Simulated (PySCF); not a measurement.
Input file for PySCF: R-MP2/6-31G* on CH3Cl (SMILES CCl) with ghost functions, monomers drawn apart or pushed together.

```python
from pyscf import gto, scf, dft, mp
from pyscf.data.elements import chemcore

mol = gto.M(
    atom='''
    C    -0.48523649    0.99664496    3.70448747
    Cl    0.99347066   -0.02617575    3.57529721
    H    -0.24733260    1.84719721    4.33537669
    H    -0.75151511    1.31315849    2.70064427
    H    -1.26950626    0.39302257    4.15030971
    ghost-C   -0.52141351   -0.45723633   -0.31723253
    ghost-O    0.13506184    0.73318891    0.09352911
    ghost-H    0.16233157   -1.15025171   -0.81906902
    ghost-H   -1.29800949   -0.16694498   -1.02376065
    ghost-H   -0.99145332   -0.97866530    0.52415896
    ghost-H    0.79730805    0.49673211    0.75477894
    ''',
    basis='6-31g*',
    cart=True,
    charge=0, spin=0, verbose=3, max_memory=1800)
mf = scf.RHF(mol)
mf.conv_tol = 1e-8
mf.max_cycle = 100
mf.kernel()
if not mf.converged:
    mf = mf.newton().run(mf.mo_coeff, mf.mo_occ)
pt = mp.MP2(mf, frozen=chemcore(mol)).run()
```

It printed:

```
converged SCF energy = -499.093004953598
E(RMP2) = -499.354837455007  E_corr = -0.261832501408718
E(SCS-RMP2) = -499.353119466997  E_corr = -0.260114513399107
```

Self-consistency was reached.

Cost: about 0.9 core-seconds (a rough figure).
